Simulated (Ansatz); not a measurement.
Ansatz (a program for electronic structure) input (RI-MP2/cc-pVQZ):
A basis named .json is the Basis Set Exchange file of that set.

Ansatz 0.2 input:
```yaml
crystal:
  periodic: [false, false, false]
  atoms:
    - {symbol: Ge, position_ang: [1.67163461, -0.06922280, -0.29331922]}
    - {symbol: C, position_ang: [-0.35095166, -0.03957967, 0.01211077]}
    - {symbol: C, position_ang: [-1.26687799, -0.87063549, -0.54216866]}
    - {symbol: C, position_ang: [-2.62055580, -0.54231611, -0.08829356]}
    - {symbol: C, position_ang: [-2.56975575, 0.50568549, 0.75595942]}
    - {symbol: C, position_ang: [-1.12774277, 0.91701806, 0.89385100]}
    - {symbol: H, position_ang: [2.00539692, -0.20624113, 1.29052214]}
    - {symbol: H, position_ang: [1.80541874, 1.54909252, -0.22551547]}
    - {symbol: H, position_ang: [-1.03846456, -1.67448774, -1.23258067]}
    - {symbol: H, position_ang: [-3.52163543, -1.06511378, -0.39213357]}
    - {symbol: H, position_ang: [-3.40848475, 0.98108231, 1.24847290]}
    - {symbol: H, position_ang: [-0.76803215, 0.85685945, 1.92738281]}
    - {symbol: H, position_ang: [-0.95120214, 1.95290452, 0.58131275]}
basis:
  gaussian:
    orbitals: cc-pVQZ
    fitting: {mean_field: def2-universal-jkfit, correlation: cc-pVQZ-RIFIT.json}
total_charge: -1
magnetization: {spin_polarized: false}
correlation: {method: mp2, electrons: outside_noble_gas}
```

End of the output:

```
integrals: 1.46 GiB planned
767 factors; integrals over basis functions are off by at most 6.7e0 eV
1.36 GiB of device memory are held for the factors and their scratch space
mean field: 3.08 GiB planned
mean field evaluation 1: about -61735.2715 eV, gradient 2.8e1 eV
mean field evaluation 2: about -61738.0369 eV, gradient 7.9e0 eV
mean field evaluation 4: about -61738.3540 eV, gradient 8.6e-1 eV
mean field -61738.35940161 eV, -2268.8428602461 hartree, gradient 1.8e-6 eV, S^2 0.000000; 0 other end points of the search recorded, 0 dependent functions left out; unrestricted orbitals would lower it
mean field evaluation 8: about -61738.3382 eV, gradient 4.9e0 eV
19 core orbitals not correlated
1271 factors; their error is unknown
reference -61738.35940161 eV, -2268.8428602461 hartree; 16, 16 occupied and 518, 518 virtual orbitals, 1271 factors
second order -27.04568392 eV of doubles, -0.00000000 eV of singles
Total energy: -61765.40508553 eV, -2269.8367707981 hartree
```

It need not be the lowest isomer of its formula. Whether it binds its extra electron was not tested at this geometry.
